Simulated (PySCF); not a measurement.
Ions at one geometry of Y(NH2)3

PySCF 2.14.0, RKS PBE0, Y def2-SVP with ECP28, N def2-SVP, H def2-SVP; non-relativistic Hamiltonian with scalar-relativistic core potentials where named; density fitting; no spin-orbit coupling; singlets restricted, open shells unrestricted. The geometry is relaxed for charge 0, singlet, vacuum:

```xyz
10

Y     0.0040   -0.0065   -0.0110
N     2.1460   -0.0059   -0.2219
H     2.7723   -0.8113   -0.2314
H     2.7538    0.8072   -0.3287
N    -1.0737    1.8549   -0.0111
H    -2.0800    1.9933    0.0890
H    -0.6808    2.7928   -0.0965
N    -1.0695   -1.8563    0.2244
H    -2.0788   -1.9641    0.3309
H    -0.6933   -2.8041    0.2563
```

Energies count from the relaxed state; an electron taken off or put on is at rest in vacuum. Charges and spins are Mulliken's.

```tsv
state	energy (eV)	spin squared	charge on Y1 (e)	spin on Y1 (e)	dipole about the centre of mass (D)
charge 0, singlet, vacuum	0.00	0.00	0.83	0.00	0.01
charge +1, doublet, vacuum	7.84	0.78	1.10	-0.16	0.04
```

Question: What does the state charge -1, doublet, vacuum give?

Answer: energy (eV) 0.25, spin squared 0.75, charge on Y1 (e) -0.08, spin on Y1 (e) 1.09, dipole about the centre of mass (D) 0.11.

With an electron taken off (doublet) the charges change, summed by element, by Y +0.27 e, N +0.36 e, H +0.37 e. The vertical ionisation energy is 7.84 eV, against −ε(HOMO) = 6.07 eV of the relaxed state. The level lies 1.8 eV too high, as is usual for semilocal functionals and global hybrids, which keep a self-interaction error.

With an electron put on (doublet) the charges change, summed by element, by Y -0.91 e, N +0.10 e, H -0.19 e. The vertical electron affinity is -0.25 eV, against −ε(LUMO) = 1.01 eV of the relaxed state. The basis has no diffuse functions, which an added electron needs. The added electron's level lies above zero.

Open shells may have lower solutions than those found.
